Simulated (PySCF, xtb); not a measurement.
formamidinium (CH5N2), SMILES NC=[NH2+], charge +1. One conformer was computed; it need not be the lowest.

Harmonic wavenumbers (cm⁻¹) from xtb with GFN2-xTB at its own minimum, in rising order: 489, 555, 630, 661, 682, 939, 999, 1068, 1280, 1332, 1400, 1476, 1706, 3034, 3382, 3398, 3445, 3452.

**Question.** What does PBE0-D3(BJ)/def2-TZVP run with PySCF 2.14.0 give at its own minimum? (An estimate is asked for; the answer gives what the named calculation found.)

**Answer.** 520, 550, 610, 635, 728, 1038, 1087, 1137, 1387, 1425, 1616, 1694, 1795, 3217, 3568, 3584, 3688, 3689. Paired by order, the mean absolute difference is 119 cm⁻¹ and the zero-point energies are 42.8 and 45.7 kcal/mol.
